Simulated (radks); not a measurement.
The numbers below are computed, except where a source is named.
Initial-state core-level shifts of the sulfur ion S+ when its valence configuration changes from [Ne] 3s2 3p3. Code: a radial shooting solver on a logarithmic mesh with Libxc functionals. Model: scalar-relativistic Kohn-Sham, PBE, spin-polarised, spherical densities, point nucleus; open shells are filled with parallel spins first. Shifts are changes of the shell-averaged eigenvalues in eV (positive: less bound).

valence          1s      2s      2p
3s1 3p4      -1.431  -1.415  -1.400
3p5          -3.189  -3.118  -3.088
3s1.5 3p3.5  -0.718  -0.710  -0.703
3s0.5 3p4.5  -2.372  -2.323  -2.300
